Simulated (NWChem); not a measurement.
Everything below was run with NWChem. System: diantimony (Sb$_{2}$), charge 0, spin multiplicity 1, at a geometry optimised with PBE/def2-SVP with def2 effective core potentials on Sb. Level: M06-2X/def2-SVP with def2 effective core potentials on Sb.

Input file:

```
start mol
memory heap 200 mb stack 900 mb global 1100 mb
geometry units angstroms nocenter noautoz
  Sb     0.000000     0.000000     1.258040
  Sb     0.000000     0.000000    -1.258040
  symmetry group D2h
end
basis spherical
  * library def2-svp
end
ecp
  Sb library def2-ecp
end
dft
  xc m06-2x
  semidirect memsize 60000000 filesize 0
  iterations 100
  grid fine
end
task dft energy
```

NWChem printed:

```
             Northwest Computational Chemistry Package (NWChem) 7.3.0
             --------------------------------------------------------

                                NWChem Input Module
                                -------------------

 Scaling coordinates for geometry "geometry" by  1.889725989
 (inverse scale =  0.529177249)

 Turning off AUTOSYM since
 SYMMETRY directive was detected!

                             Geometry "geometry" -> ""
                             -------------------------

 Output coordinates in angstroms (scale by  1.889725989 to convert to a.u.)

  No.       Tag          Charge          X              Y              Z
 ---- ---------------- ---------- -------------- -------------- --------------
    1 Sb                  51.0000     0.00000000     0.00000000     1.25804000
    2 Sb                  51.0000     0.00000000     0.00000000    -1.25804000

 Effective nuclear repulsion energy (a.u.)     547.0374648851

            Nuclear Dipole moment (a.u.)
            ----------------------------
        X                 Y               Z
 ---------------- ---------------- ----------------
     0.0000000000     0.0000000000     0.0000000000

      Symmetry information
      --------------------

 Group name             D2h
 Group number             26
 Group order               8
 No. of unique centers     1

      Symmetry unique atoms

     1


 Summary of "ao basis" -> "" (spherical)
 ------------------------------------------------------------------------------
       Tag                 Description            Shells   Functions and Types
 ---------------- ------------------------------  ------  ---------------------
 *                          def2-svp                  on all atoms

                                 NWChem DFT Module
                                 -----------------

 Summary of "ao basis" -> "ao basis" (spherical)
 ------------------------------------------------------------------------------
       Tag                 Description            Shells   Functions and Types
 ---------------- ------------------------------  ------  ---------------------
[...]
              MO Center= -5.8D-18,  2.2D-16,  2.4D-19, r^2= 3.8D+00
   Bfn.  Coefficient  Atom+Function         Bfn.  Coefficient  Atom+Function
  ----- ------------  ---------------      ----- ------------  ---------------
    12      0.369335  1 Sb py                38      0.369335  2 Sb py
    15      0.345063  1 Sb py                41      0.345063  2 Sb py
     9     -0.141147  1 Sb py                35     -0.141147  2 Sb py
     6     -0.114917  1 Sb py                32     -0.114917  2 Sb py
    23     -0.054385  1 Sb d -1              49      0.054385  2 Sb d -1

 Vector   24  Occ=0.000000D+00  E=-8.076295D-02  Symmetry=b2g
              MO Center= -2.5D-16, -1.7D-17, -7.1D-16, r^2= 5.1D+00
   Bfn.  Coefficient  Atom+Function         Bfn.  Coefficient  Atom+Function
  ----- ------------  ---------------      ----- ------------  ---------------
    14      0.558263  1 Sb px                40     -0.558263  2 Sb px
    11      0.371078  1 Sb px                37     -0.371078  2 Sb px
     8     -0.145143  1 Sb px                34      0.145143  2 Sb px
     5     -0.117176  1 Sb px                31      0.117176  2 Sb px
    20      0.037647  1 Sb d  1              46      0.037647  2 Sb d  1

 Vector   25  Occ=0.000000D+00  E=-8.076295D-02  Symmetry=b3g
              MO Center=  1.7D-17,  2.7D-16, -1.2D-16, r^2= 5.1D+00
   Bfn.  Coefficient  Atom+Function         Bfn.  Coefficient  Atom+Function
  ----- ------------  ---------------      ----- ------------  ---------------
    15      0.558263  1 Sb py                41     -0.558263  2 Sb py
    12      0.371078  1 Sb py                38     -0.371078  2 Sb py
     9     -0.145143  1 Sb py                35      0.145143  2 Sb py
     6     -0.117176  1 Sb py                32      0.117176  2 Sb py
    18     -0.037647  1 Sb d -1              44     -0.037647  2 Sb d -1

 Vector   26  Occ=0.000000D+00  E= 3.542962D-02  Symmetry=b1u
              MO Center= -8.2D-29, -8.1D-29,  7.5D-16, r^2= 6.9D+00
   Bfn.  Coefficient  Atom+Function         Bfn.  Coefficient  Atom+Function
  ----- ------------  ---------------      ----- ------------  ---------------
    16      1.210635  1 Sb pz                42      1.210635  2 Sb pz
     4     -0.902262  1 Sb s                 30      0.902262  2 Sb s
    13      0.274031  1 Sb pz                39      0.274031  2 Sb pz
     3     -0.242452  1 Sb s                 29      0.242452  2 Sb s
     1      0.129222  1 Sb s                 27     -0.129222  2 Sb s

 center of mass
 --------------
 x =   0.00000000 y =   0.00000000 z =   0.00000000

 moments of inertia (a.u.)
 ------------------
        1366.647521296964           0.000000000000           0.000000000000
           0.000000000000        1366.647521296964           0.000000000000
           0.000000000000           0.000000000000           0.000000000000

     Multipole analysis of the density
     ---------------------------------

     L   x y z        total         alpha         beta         nuclear
     -   - - -        -----         -----         ----         -------
     0   0 0 0     -0.000000    -23.000000    -23.000000     46.000000

     1   1 0 0     -0.000000     -0.000000     -0.000000      0.000000
     1   0 1 0     -0.000000     -0.000000     -0.000000      0.000000
     1   0 0 1     -0.000000     -0.000000     -0.000000      0.000000

     2   2 0 0    -38.960269    -19.480135    -19.480135      0.000000
     2   1 1 0     -0.000000     -0.000000     -0.000000      0.000000
     2   1 0 1     -0.000000     -0.000000     -0.000000      0.000000
     2   0 2 0    -38.960269    -19.480135    -19.480135      0.000000
     2   0 1 1     -0.000000     -0.000000     -0.000000      0.000000
     2   0 0 2    -37.255660   -148.619166   -148.619166    259.982672

 Task  times  cpu:        0.7s     wall:        0.7s

 Total times  cpu:        0.7s     wall:        0.7s
```
